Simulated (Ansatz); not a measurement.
CH$_{3}$Cl$_{2}$F$_{2}$NW (`C[N]=[W]([F])([F])([Cl])[Cl]`), one more setting.

```yaml
crystal:
  periodic: [false, false, false]
  atoms:
    - {symbol: C, position_ang: [0.489118, -1.749489, -0.186392]}
    - {symbol: N, position_ang: [0.094158, -0.407420, -0.001963]}
    - {symbol: W, position_ang: [-0.651979, 1.153783, 0.102986]}
    - {symbol: F, position_ang: [-2.176866, 1.304476, -0.172272]}
    - {symbol: F, position_ang: [-0.430088, 1.704244, -1.850422]}
    - {symbol: Cl, position_ang: [-0.391860, 1.579693, 2.127664]}
    - {symbol: Cl, position_ang: [1.545534, 2.585214, -0.229519]}
    - {symbol: H, position_ang: [1.517057, -1.889721, -0.323516]}
    - {symbol: H, position_ang: [0.554151, -1.945218, 0.943417]}
    - {symbol: H, position_ang: [-0.047158, -2.067814, -0.777970]}
basis:
  gaussian: {orbitals: def2-mTZVPP, fitting: {mean_field: cc-pVTZ-jkfit}}
magnetization: {spin_polarized: true, initial_magnetization: 2}
hamiltonian: {xc: {name: BHLYP}}
```

```sh
$ ansatz run in.yaml --threads 4 --pin off --events-out ev --progress --plain --max-ram 11315MiB
```

Output, abridged:

```
Functional definition: BHLYP
Error: <dir> the basis set cc-pVTZ-JKFIT has no functions for W
```
